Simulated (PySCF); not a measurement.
C₃H₈Se, SMILES CC(C)[SeH].

The structure is a stationary point at r2SCAN-D4/def2-SVP. The values are those of a single conformer.

Level of theory: TDDFT-PBE/def2-SVPD (PySCF 2.14.0).

Vertical excitations. Isolated molecule, no solvent.

| state | energy (eV) | λ (nm) | f | main pairs |
|---|---|---|---|---|
| S1 | 4.50 | 276 | 0.005 | HOMO→LUMO 99 % |
| S2 | 5.11 | 243 | 0.035 | HOMO→LUMO+1 98 % |
| S3 | 5.77 | 215 | 0.013 | HOMO→LUMO+2 96 % |
| S4 | 5.95 | 208 | 0.010 | HOMO→LUMO+3 97 % |
| S5 | 6.17 | 201 | 0.004 | HOMO→LUMO+4 97 % |
| S6 | 6.69 | 185 | 0.056 | HOMO→LUMO+5 73 %, HOMO→LUMO+6 25 % |
| S7 | 6.80 | 182 | 0.006 | HOMO−1→LUMO 76 %, HOMO−1→LUMO+1 12 % |
| S8 | 6.95 | 178 | 0.067 | HOMO→LUMO+6 68 %, HOMO→LUMO+5 20 % |
| S9 | 7.08 | 175 | 0.011 | HOMO→LUMO+7 85 % |
| S10 | 7.30 | 170 | 0.023 | HOMO→LUMO+8 90 % |
| T1 | 4.08 | 304 | 0 | HOMO→LUMO 99 % |
| T2 | 4.75 | 261 | 0 | HOMO→LUMO+1 99 % |
| T3 | 5.59 | 222 | 0 | HOMO→LUMO+2 95 % |
| T4 | 5.86 | 211 | 0 | HOMO→LUMO+3 92 % |
Triplets are in the Tamm–Dancoff approximation, which puts them higher than full response would, so one can lie above its singlet here.
